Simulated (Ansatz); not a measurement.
Born–Oppenheimer molecular dynamics of CH2BFN (6 atoms, charge 0, multiplicity 2). It starts from a relaxed structure.

Level of theory: UKS PBE0/def2-SVP (Ansatz 0.2.0).

| Property | Result |
| --- | --- |
| ensemble | NVT, Langevin thermostat |
| time step | 1 fs |
| steps asked | 32 |
| set temperature | 1500 K |
| friction | 0.005 /fs |
| seed | 235394 |

Frames 1 fs apart, positions in Å.

Velocities at 10.0 fs (Å/ps):

```
N 2.59 2.78 -8.43
C 4.90 -1.65 8.27
B 3.91 3.22 0.81
F -2.54 -4.56 -0.22
H 12.68 1.43 31.87
H 2.98 2.30 -0.02
```

```xyz
6
Properties=species:S:1:pos:R:3 time_fs=10.0 energy_less_start_eV=0.864 T=291
N 0.269 1.364 -0.962
C 0.172 0.395 -0.163
B 0.021 -0.765 0.767
F 0.681 -1.927 0.503
H -0.183 2.096 -1.422
H -1.094 -0.660 1.510
6
Properties=species:S:1:pos:R:3 time_fs=11.0 energy_less_start_eV=0.948 T=239
N 0.273 1.366 -0.969
C 0.177 0.395 -0.156
B 0.023 -0.762 0.767
F 0.678 -1.930 0.503
H -0.174 2.102 -1.393
H -1.079 -0.660 1.505
6
Properties=species:S:1:pos:R:3 time_fs=12.0 energy_less_start_eV=0.857 T=361
N 0.279 1.363 -0.972
C 0.180 0.399 -0.151
B 0.023 -0.758 0.766
F 0.674 -1.933 0.502
H -0.181 2.123 -1.376
H -1.043 -0.662 1.491
6
Properties=species:S:1:pos:R:3 time_fs=13.0 energy_less_start_eV=0.720 T=575
N 0.284 1.357 -0.971
C 0.182 0.408 -0.150
B 0.019 -0.753 0.765
F 0.669 -1.935 0.502
H -0.198 2.159 -1.367
H -0.993 -0.665 1.472
6
Properties=species:S:1:pos:R:3 time_fs=14.0 energy_less_start_eV=0.698 T=624
N 0.290 1.347 -0.967
C 0.185 0.419 -0.153
B 0.013 -0.750 0.763
F 0.664 -1.937 0.502
H -0.216 2.191 -1.362
H -0.935 -0.671 1.453
6
Properties=species:S:1:pos:R:3 time_fs=15.0 energy_less_start_eV=0.771 T=497
N 0.293 1.338 -0.962
C 0.189 0.432 -0.158
B 0.008 -0.749 0.761
F 0.659 -1.939 0.502
H -0.225 2.203 -1.351
H -0.880 -0.676 1.443
6
Properties=species:S:1:pos:R:3 time_fs=16.0 energy_less_start_eV=0.798 T=515
N 0.296 1.331 -0.955
C 0.191 0.444 -0.165
B 0.006 -0.750 0.757
F 0.653 -1.942 0.501
H -0.221 2.190 -1.331
H -0.840 -0.681 1.453
6
Properties=species:S:1:pos:R:3 time_fs=17.0 energy_less_start_eV=0.725 T=575
N 0.297 1.327 -0.947
C 0.194 0.455 -0.172
B 0.006 -0.754 0.750
F 0.647 -1.944 0.500
H -0.209 2.155 -1.304
H -0.818 -0.688 1.486
6
Properties=species:S:1:pos:R:3 time_fs=18.0 energy_less_start_eV=0.664 T=572
N 0.298 1.326 -0.942
C 0.196 0.462 -0.178
B 0.009 -0.759 0.742
F 0.641 -1.946 0.500
H -0.194 2.113 -1.280
H -0.811 -0.696 1.541
6
Properties=species:S:1:pos:R:3 time_fs=19.0 energy_less_start_eV=0.705 T=564
N 0.299 1.327 -0.938
C 0.197 0.466 -0.183
B 0.012 -0.766 0.734
F 0.634 -1.947 0.500
H -0.179 2.081 -1.274
H -0.812 -0.705 1.611
6
Properties=species:S:1:pos:R:3 time_fs=20.0 energy_less_start_eV=0.730 T=507
N 0.301 1.330 -0.936
C 0.198 0.466 -0.185
B 0.014 -0.773 0.727
F 0.629 -1.948 0.501
H -0.178 2.071 -1.286
H -0.809 -0.712 1.685
6
Properties=species:S:1:pos:R:3 time_fs=21.0 energy_less_start_eV=0.648 T=617
N 0.305 1.335 -0.935
C 0.199 0.460 -0.184
B 0.015 -0.780 0.721
F 0.623 -1.949 0.500
H -0.191 2.087 -1.316
H -0.794 -0.717 1.750
```

Of the whole run (32 fs, mean temperature of the second half 757 K): The mean temperature of the second half is 50 % below the set value. A run of 0.032 ps of so small a system gives no equilibrium averages.

Run time: 92 s on 1 thread of Arm Neoverse V1, on a shared host, peak memory 0.14 GiB.
